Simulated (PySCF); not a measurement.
SiFBr, SMILES F[Si]Br (connectivity only; charge and spin as stated), neutral, multiplicity 1. Geometry: ωB97X-D3(BJ)/def2-TZVP.

Method: ωB97X-D3(BJ)/def2-TZVP (PySCF).

Harmonic wavenumbers (cm⁻¹): 227, 435, 860. Rotational constants (GHz): 21.96, 2.760, 2.452; symmetry number 1.

**Question.** Work out the zero-point energy and the ideal-gas rigid-rotor harmonic-oscillator thermochemistry at 298.15 K and 1 atm.

**Answer.** ZPE = ½ Σ hcν = ½ × 1522 cm⁻¹ = 2.18 kcal/mol. H − E(el) = 5.09 kcal/mol. Entropy in cal/(mol K): translation 40.43, rotation 25.18, vibration 2.91, total 68.52. G − E(el) = -15.35 kcal/mol. Cp = 11.70 cal/(mol K).
